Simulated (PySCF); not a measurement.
(H3Sn)2Se.
Bonds: Sn1–Se5, Se5–Sn6. Hydrogens: H2, H3, H4 on Sn1; H7, H8, H9 on Sn6.

Method: PySCF, PBE0-D3(BJ)/def2-SVP geometry optimisation, gas phase, def2 core potentials past Kr.

Problem. Give the optimised bond lengths and angles.

Solution. 
```tsv
bond	length (bohr)
Sn1–H2 and 5 like bonds	3.236
Sn1–Se5, Se5–Sn6	4.809
```

Bonds in one row agree within 0.02 bohr and their mean is given. A selection of angles:
```tsv
angle	degrees
H2–Sn1–H3	111.4
H2–Sn1–H4	110.0
H2–Sn1–Se5	109.5
H3–Sn1–Se5	104.9
Sn1–Se5–Sn6	96.0
```

Sn1 (tin bonded to Se and 3 H) is distorted tetrahedral (angles from 104.9° to 111.5°).

Point group: near C2v, missed by 0.20 Å at most; the miss may be what the optimiser left on a soft mode (C2 holds within 0.08 Å). PBE0-D3(BJ)/def2-SVP frequencies: not computed here.

On Arm Neoverse V1, one thread, shared host, this took 1.9 min wall and 0.47 GiB of memory at its peak. That covers the optimisation of the geometry.
